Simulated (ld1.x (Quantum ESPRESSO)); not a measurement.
# Configuration tests for bismuth (Bi) (TM)

* Element: Bi
* Generator: ld1.x (Quantum ESPRESSO) 7.5
* Type: norm-conserving Troullier–Martins (Kleinman–Bylander form)
* Functional: PBE
* Relativity: scalar-relativistic
* Frozen core: [Kr] 4d10 4f14
* Valence charge: 23
* Reference configuration: 5s2 5p6 5d10 6s2 6p0 (charge +3)
* Partial waves: 5p (bound): rc 1.30 bohr; 5d (bound): rc 1.50 bohr; 5s (bound): rc 1.15 bohr
* Local potential: the s channel
* Core correction: none

Occupied shells without a wave of their own: 6s. They enter only through the test configuration that unscreens the potential.

Energies are relative to the spin-unpolarised reference configuration 5s2 5p6 5d10 6s2 6p0; without spin polarisation the order of configurations can differ from experiment.

```json
{"valence configuration": "5s2 5p6 5d10 6s2 6p3", "charge": "0", "ΔE all-electron (eV)": "-46.502", "error AE − PS (meV)": "+616"}
{"valence configuration": "5s2 5p6 5d10 6s2 6p2", "charge": "+1", "ΔE all-electron (eV)": "-38.590", "error AE − PS (meV)": "+496"}
{"valence configuration": "5s2 5p6 5d10 6s2 6p1", "charge": "+2", "ΔE all-electron (eV)": "-23.343", "error AE − PS (meV)": "+301"}
{"valence configuration": "5s2 5p6 5d10 6s1 6p4", "charge": "0", "ΔE all-electron (eV)": "-36.420", "error AE − PS (meV)": "-1026"}
{"valence configuration": "5s2 5p6 5d10 6s2 6p3.3", "charge": "-0.3", "ΔE all-electron (eV)": "-47.596", "error AE − PS (meV)": "+641"}
{"valence configuration": "5s2 5p6 5d10 6s0 6p5", "charge": "0", "ΔE all-electron (eV)": "-26.001", "error AE − PS (meV)": "-2803"}
{"valence configuration": "5s2 5p6 5d10 6s1 6p0", "charge": "+4", "ΔE all-electron (eV)": "45.405", "error AE − PS (meV)": "-2604"}
```

These tests converged, but a pseudo level misses the all-electron one widely, so the file describes the atom poorly there or has found another state: 5s2 5p6 5d10 6s0 6p5: empty 6s by 2.1 eV. The 6s level has no wave, so the channel is fitted at the deeper level alone: the likely source of the large errors.

The potential misses its own reference levels by up to 2.3 eV, so it is not fit for use.
